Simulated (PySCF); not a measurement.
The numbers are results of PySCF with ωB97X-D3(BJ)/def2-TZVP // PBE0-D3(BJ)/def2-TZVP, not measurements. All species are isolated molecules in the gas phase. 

Reference species (SMILES): `IBI` (neutral, multiplicity 1).

- dipole moment: 0.24 D

Changed species: `BI` (whole molecule; the reference has whole molecule).

Predict the effect on the dipole moment.

the dipole moment rises by 0.31 D, to 0.55 D.
